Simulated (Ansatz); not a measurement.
System: C₄H₂BrSe, charge 0, multiplicity 2. It need not be the lowest isomer of its formula. SMILES: [se]1[c]cc(c1)Br
Structure (B3LYP-D3(BJ)/def2-TZVP (Ansatz, a quantum-chemistry and plane-wave program) minimum search):
```xyz
8

Br     2.2767    -0.5910    -0.1720
C      0.4072    -0.2785    -0.0259
C     -0.5156    -1.3804     0.0815
C     -1.7778    -0.9343     0.1735
Se    -1.9964     0.9098     0.1399
C     -0.1154     0.9699    -0.0177
H     -0.2060    -2.4146     0.0849
H      0.4087     1.9078    -0.0874
```
Charge 0, spin multiplicity 2.

Wanted: atomisation energy (electronic, to ground-state atoms), in kcal/mol. Valence correlation only, unless marked. UHF or UKS for open shells. Spin-orbit coupling is left out. Frozen are the shells of the preceding noble gas and the d and f shells that filled before the atom's block. No relativistic terms. The coupled-cluster limit lacks core correlation, which all-electron functionals hold. Basis-set limits of correlation are two-point, X^-3; Hartree-Fock from the larger set.

| level | program | atomisation energy (kcal/mol) |
|---|---|---|
| HF/6-31G | Ansatz | 492.5 |
| SVWN5/def2-TZVPD | Ansatz | 941.9 |
| PBE/def2-TZVPD | Ansatz | 825.8 |
| revPBE-D4/def2-TZVPD | Ansatz + dftd4 | 806.8 |
| revPBE/def2-TZVPD | Ansatz | 786.5 |
| r2SCAN-D4/def2-TZVPD | Ansatz + dftd4 | 800.1 |
| B3LYP-D4/def2-TZVPD | Ansatz + dftd4 | 783.5 |
| B3LYP/def2-TZVPD | Ansatz | 772.0 |
| PBE0/6-31G* | Ansatz | 796.6 |
| PBE0-D3(BJ)/def2-TZVP | Ansatz + dftd3 | 806.1 |
| r2SCANh/def2-TZVPD | Ansatz | 789.8 |
| r2SCAN0-D4/def2-TZVPD | Ansatz + dftd4 | 779.2 |
| HSE06/def2-TZVPD | Ansatz | 801.6 |
| CAM-B3LYP/def2-TZVPD | Ansatz | 774.7 |
| LC-wPBE/def2-TZVPD | Ansatz | 783.5 |
| B2GP-PLYP-D3(BJ)/def2-TZVPD | Ansatz + dftd3 | 777.7 |
| B2PLYP-D3(BJ)/def2-TZVPD | Ansatz + dftd3 | 780.3 |
| RPA@PBE/cc-pVQZ | Ansatz | 716.0 |
| SCS-MP2/cc-pVTZ | Ansatz | 749.0 |
| CCSD/6-31G | Ansatz | 653.0 |
| CCSD(T)/CBS(cc-pVTZ,cc-pVQZ) | Ansatz | 779.9 |

The UHF reference is spin-contaminated (<S^2> 0.44 over the pure value in the largest basis).
